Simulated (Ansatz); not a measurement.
Species: C₄H₇N, SMILES `CC(C)C#N` (charge 0, multiplicity 1).

Give a relaxed geometry from PBE-D3(BJ)/def2-TZVP run with Ansatz (a quantum-chemistry and plane-wave program).

the end point of this relaxation (outside a Z-matrix the atoms follow the SMILES, hydrogens last).
Bonds (Å): C1–C2 1.538, C1–H6 1.098, C1–H7 1.099, C1–H8 1.099, C2–C3 1.538, C2–C4 1.465, C2–H9 1.104, C3–H10 1.099, C3–H11 1.099, C3–H12 1.098, C4–N5 1.163. Bond angles (°): C2–C1–H6 111.4, C2–C1–H7 110.5, C2–C1–H8 109.6, H6–C1–H7 108.3, H6–C1–H8 108.6, H7–C1–H8 108.4, C1–C2–C3 112.2, C1–C2–C4 110.4, C1–C2–H9 108.6, C3–C2–C4 110.4, C3–C2–H9 108.6, C4–C2–H9 106.4, C2–C3–H10 110.5, C2–C3–H11 109.6, C2–C3–H12 111.4, H10–C3–H11 108.4, H10–C3–H12 108.3, H11–C3–H12 108.6, C2–C4–N5 179.1.
